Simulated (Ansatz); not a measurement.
Molecule: TeCl2, net charge 1, doublet state. SMILES of the parent species: [Te](Cl)Cl
Structure (B3LYP-D3(BJ)/def2-TZVP (Ansatz, a program for electronic structure) minimum search):
```
Te
Cl 1 2.2683
Cl 1 2.2683 2 101.21
```
Charge +1, spin multiplicity 2.

Parts of the frozen-core correlation energy in def2-SVPD (Ansatz, hartree). Frozen orbitals: 19; correlated occupied orbitals by spin: 10 and 9; virtual: 60 and 61. UHF or UKS for open shells. Spin-orbit coupling is left out. In def2 rows, elements after Kr have scalar-relativistic effective core potentials.

| term | value |
|---|---|
| reference (HF) | -1185.43122 |
| MP2 opposite-spin | ___ |
| MP2 same-spin | ___ |
| CCSD correlation | ___ |
| (T) | -0.01477 |
| T1 diagnostic | 0.021 |
| largest doubles amplitude | 0.047 |
| <S^2> of the reference | 0.764 |

Q: Some entries are withheld; supply them.

A: 
- MP2 opposite-spin, value: -0.27205
- MP2 same-spin, value: -0.10102
- CCSD correlation, value: -0.40546
